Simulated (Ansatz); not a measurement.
Reaction (formal exchange of groups at a C–Si bond): `C[SiH](F)[GeH3]` + `CBN` → `CB(C)N` + `F[SiH2][GeH3]`

Program: Ansatz. Geometries: PBE0-D4/def2-TZVP. ΔE: electronic, gas phase. CBS: MP2 limit from def2 TZ/QZ plus the TZ coupled-cluster correction, frozen cores. Functionals use def2-TZVPP. B3LYP here is the variant with VWN-RPA as its local correlation; programs differ in this. HSE06 is defined as in plane-wave codes. For Ge outer-core shells are correlated without core-valence functions, which leaves a few kJ/mol of doubt a bond. Scalar relativity is left out up to krypton. Each species was taken in one conformer, which may not be the lowest.

```tsv
level	ΔE (kJ/mol)	difference from CCSD(T)/CBS
LDA (SPW92)	6.7	-1.5
PBE-D4	9.1	0.9
r2SCAN-D4	9.3	1.1
ωB97M-V	9.5	1.3
r2SCAN	9.2	1.0
PBE0	8.2	0.0
B3LYP	8.2	0.0
HSE06	8.2	0.0
LC-ωPBE	9.0	0.8
MP2/def2-SVP	2.4	-5.8
HF/def2-TZVPP	6.0	-2.2
MP2/def2-TZVPP	8.6	0.4
SCS-MP2/def2-TZVPP	7.7	-0.5
CCSD(T)/def2-TZVPP	7.5	-0.7
SCS-MP2/def2-QZVPP	8.1	-0.1
MP2/CBS(def2)	9.3	1.1
CCSD(T)/CBS	8.2	0
```

Largest T1 diagnostic among the species: 0.012.

Leaving LDA and LC-ωPBE aside and taking each functional with its dispersion term where it has one, the values, not all of them listed here, spread over 2.8 kJ/mol, from B97M-V to ωB97M-V. At CCSD(T), def2-SVP lies −7.3 kJ/mol from the extrapolated value and def2-TZVPP −0.7 kJ/mol.
